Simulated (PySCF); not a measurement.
Steps of a relaxation of [Sm(SH)2]+

[Sm(SH)2]+ (singlet in the valence; each metal's 4f electrons, 5 of them, lie in its core potential, out of spins and levels; a saddle point, relaxed within its symmetry). PySCF 2.14.0, RKS BP86, Sm lcecp-1-SVP with ECP51, S def2-SVP, H def2-SVP; non-relativistic Hamiltonian with scalar-relativistic core potentials where named; density fitting; no spin-orbit coupling. Origin of the start: template. Columns: position (Å) and force (eV/Å). Energies are counted from the last step; some of the 17 steps are shown. Forces carry noise of the integration grid, about 0.01 to 0.03 eV/Å.

Run from Python with OMP_NUM_THREADS=2. Where DIIS fails, smearing, a level shift and second-order steps follow.
It took 38 s on 2 threads of Arm Neoverse V2 (shared host), from the converged density of the start.

```xyz
5
step 0  E = 0.487 eV
Sm    0.0000    0.0000    0.0000     0.00    0.00    0.00
S     0.0000    0.0000    2.7526     0.00   -0.64   -1.36
H     0.0000    1.3000    3.0826     0.00    0.64    0.15
S     0.0000    0.0000   -2.7526     0.00    0.64    1.36
H     0.0000   -1.3000   -3.0826     0.00   -0.64   -0.15
```

```xyz
5
step 5  E = 0.279 eV
Sm    0.0000    0.0000    0.0000     0.00    0.00    0.00
S     0.0000    0.0261    2.6092     0.00   -0.14   -0.15
H     0.0000    1.2881    3.1054     0.00    0.17    0.13
S     0.0000   -0.0261   -2.6092     0.00    0.14    0.15
H     0.0000   -1.2881   -3.1054     0.00   -0.17   -0.13
```

```xyz
5
step 11  E = 0.100 eV
Sm    0.0000    0.0000    0.0000     0.00    0.00    0.00
S     0.0000    0.3930    2.4712     0.00    0.45    0.33
H     0.0000    1.1905    3.5970     0.00   -0.38   -0.33
S     0.0000   -0.3930   -2.4712     0.00   -0.45   -0.33
H     0.0000   -1.1905   -3.5970     0.00    0.38    0.33
```

Q: Where does the relaxation end?

A: It converges at step 16 in D∞h:
```xyz
5
step 16  E = 0
Sm    0.0000    0.0000    0.0000
S     0.0000    0.6618    2.3866
H     0.0000    1.0273    3.6953
S     0.0000   -0.6618   -2.3866
H     0.0000   -1.0273   -3.6953
```

Q: How did the contacts change?

A: 
```json
{"contact": "Sm1–S2 (SH)", "start (Å)": "2.753", "end (Å)": "2.477"}
{"contact": "Sm1–S4 (SH)", "start (Å)": "2.753", "end (Å)": "2.477"}
```


An lcecp potential fixes the number of 4f electrons, so in runs with it no electron can move into or out of that shell.
